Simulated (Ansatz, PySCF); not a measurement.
Reaction R1 + 2 R2 → P1 + P2, each structure at its B3LYP-D3(BJ)/def2-TZVP stationary point, reached from a drawn start (curvature not checked).
P1, AlH3O3 (SMILES [OH][Al]([OH])[OH]) (charge 0, multiplicity 1):
```xyz
7

Al     0.0001     0.0000     0.0001
O      1.6833    -0.0170     0.1795
H      2.1824    -0.8197     0.3361
O     -0.8072     1.4623    -0.2751
H     -0.3540     2.3041    -0.3374
O     -0.8760    -1.4453     0.0961
H     -1.8285    -1.4844     0.0006
```
R1: AlHO (SMILES [OH][Al]), charge 0, multiplicity 1.
P2, H2 (SMILES [H][H]) (charge 0, multiplicity 1):
```xyz
2

H      0.000     0.000     0.372
H      0.000     0.000    -0.372
```
R2: H2O (SMILES O), charge 0, multiplicity 1.

P less R. No zero-point or thermal terms. One arrangement of each flexible species, with no search for the lowest.

Cores are frozen in the correlated methods. CBS: X⁻³ extrapolation of the correlation energy, Hartree–Fock from the larger set.

Codes used: Ansatz (Gaussian orbitals); PySCF for the D3/D4 terms. No computed number here is a measurement.

The comparison value is -320.8 kJ/mol (CCSD(T)/CBS(cc-pV(T+d)Z, cc-pV(Q+d)Z)). It is a level with limits of its own, not the exact answer.

Question: Order these levels by how close they come to the comparison value for the reaction energy, closest first: r2SCAN-D4/def2-TZVPP, revPBE-D3(BJ)/def2-TZVPP, B3LYP/def2-TZVPP, PBE0-D3(BJ)/def2-TZVPP, BHLYP/def2-TZVPP. Give each level's value less the comparison value.

Answer: BHLYP/def2-TZVPP (10.2 kJ/mol), r2SCAN-D4/def2-TZVPP (-13.3 kJ/mol), PBE0-D3(BJ)/def2-TZVPP (22.5 kJ/mol), B3LYP/def2-TZVPP (23.2 kJ/mol), revPBE-D3(BJ)/def2-TZVPP (37.0 kJ/mol)

Ansatz is a quantum-chemistry and plane-wave program.
